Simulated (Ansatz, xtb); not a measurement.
# Al2F4H2O2: which of two structures lies lower

Structure X: a singlet given by its coordinates. Structure Y: a singlet given by its coordinates. Both are isolated molecules in the gas phase, relaxed with PBE0-D4/def2-SVP.

X (Å):

```xyz
10

Al   -0.4389    1.7079    0.5310
Al   -0.6271   -1.0315    0.0534
F     0.1304    2.6577   -0.7035
F    -1.5883    0.4792   -0.1885
F    -0.1350   -1.6640   -1.3906
F    -1.3060   -2.0133    1.1955
O    -0.9537    2.3231    2.0131
O     0.5463    0.1743    0.7626
H    -1.2404    3.2173    2.1974
H     1.3453    0.0391    1.2785
```

Close contacts (Å): Al1–F3 1.66, Al1–F4 1.83, Al1–O7 1.69, Al1–O8 1.84, Al2–F4 1.81, Al2–F5 1.65, Al2–F6 1.65, Al2–O8 1.83, O7–H9 0.96, O8–H10 0.96.

Y (Å):

| atom | x (Å) | y (Å) | z (Å) |
| --- | --- | --- | --- |
| Al | -0.2075 | 1.6058 | -0.5521 |
| Al | -1.0977 | -0.7312 | -0.1493 |
| F | 0.8014 | 2.9098 | -0.5130 |
| F | -0.2808 | 0.5812 | 0.9598 |
| F | -0.7862 | -2.2893 | 0.2974 |
| F | -2.6909 | -0.1401 | 0.1417 |
| O | -1.9737 | 2.2418 | -0.3071 |
| O | -0.4664 | 0.1957 | -1.4730 |
| H | -2.2255 | 2.9410 | 0.3090 |
| H | -2.5191 | 1.4116 | -0.1296 |

Close contacts (Å): Al1–Al2 2.53, Al1–F3 1.65, Al1–F4 1.83, Al1–O7 1.89, Al1–O8 1.70, Al2–F4 1.90, Al2–F5 1.65, Al2–F6 1.72, Al2–O8 1.73, O7–H9 0.97, O7–H10 1.01.

Question: Estimate which is lower in electronic energy at CCSD(T)/def2-SVP + ΔMP2/def2-TZVPP, and by roughly how much.

Answer: The CCSD(T)/def2-SVP + ΔMP2/def2-TZVPP calculation puts structure X lower, by 84.4 kJ/mol.

Level by level:

```csv
level,geometry,E(Y) − E(X) (kJ/mol),departure from the last row (kJ/mol),"job, with rough time for the two"
PBE0-D4/def2-SVP,PBE0-D4/def2-SVP,+69.2,−15.3,"optimisation, 1.7 min"
HF/def2-SVP,PBE0-D4/def2-SVP,+107.8,+23.4,part of the CCSD(T) run
MP2/def2-SVP,PBE0-D4/def2-SVP,+79.4,−5.0,part of the CCSD(T) run
CCSD(T)/def2-SVP,PBE0-D4/def2-SVP,+81.0,−3.4,single point
CCSD(T)/def2-SVP + ΔMP2/def2-TZVPP,PBE0-D4/def2-SVP,+84.4,,"single point, 88 s"
```

None of the levels shown reverses the order. The largest departure from CCSD(T)/def2-SVP + ΔMP2/def2-TZVPP is that of HF/def2-SVP, 23.4 kJ/mol. Levels run at GFN2-xTB geometries aren't shown. The last row adds to CCSD(T) the change of the MP2 difference between the two basis sets, here +3.4 kJ/mol.

With thermal terms from frequencies at re-optimised GFN2-xTB minima (ideal gas, soft modes damped towards free rotors, one conformer each, 298.15 K, 1 atm): on the last row, ΔE + ΔZPE = +84.2, ΔH = +85.5, ΔG = +80.6 kJ/mol.

The correlated steps freeze 16 core orbitals. Run with Ansatz 0.2.0, xtb 6.7.1; the last row on 2 threads of Intel(R) Xeon(R) Platinum 8259CL CPU @ 2.50GHz (Skylake/Cascade Lake) on a shared host.
